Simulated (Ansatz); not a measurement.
CHClI, SMILES `Cl[CH]I` radical. Total charge 0; spin multiplicity 2. I: def2 effective core potential.

**Question.** What are the harmonic wavenumbers in cm⁻¹ at PBE0-D4/def2-TZVP (Ansatz, finite differences of forces, unscaled)? (Estimate.)

**Answer.** Computed: 212, 315, 602, 879, 1188, 3234.

**Question.** Is this a minimum?

**Answer.** Yes, all 6 modes are real.

**Question.** Give the ideal-gas thermochemistry at 298.15 K and 1 bar (rigid rotor, harmonic oscillator; point group C1, symmetry number 1).

**Answer.** Zero-point energy 38.5 kJ/mol; H(298) − E = 51.5 kJ/mol; entropy 302.6 J/(mol·K), of which translation 173.3, rotation 106.7, vibration 16.8, electronic 5.8; G(298) − E = -38.7 kJ/mol.

**Question.** Rotational constants (cm⁻¹)?

**Answer.** 1.39, 0.05438, 0.05236.
